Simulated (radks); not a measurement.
The numbers below are computed, except where a source is named.
Valence configurations of P (all share [Ne]). Level of theory: scalar-relativistic Kohn-Sham, PBE, spin-polarised, spherical densities, point nucleus; open shells are filled with parallel spins first (a radial shooting solver on a logarithmic mesh with Libxc functionals). Energies are relative to 3s2 3p3; eigenvalues in eV for spin up.

\begin{tabular}{lrrrr}
valence & E (eV) & moment (Bohr magnetons) & e(3p) & e(3s) \\ \hline
3s2 3p3 & 0.000 & 3 & -6.283 & -14.802 \\
3s1.5 3p3.5 & 4.176 & 3 & -6.643 & -15.284 \\
3s1 3p4 & 8.357 & 3 & -7.001 & -15.759 \\
3s0.5 3p4.5 & 13.829 & 2 & -7.039 & -15.815 \\
3p5 & 18.861 & 1 & -6.971 & - \\
\end{tabular}

NIST lists [Ne] 3s2 3p3 as the ground configuration; this level of theory agrees among the configurations tried. The energies are those of spherical high-spin densities, not of single terms.
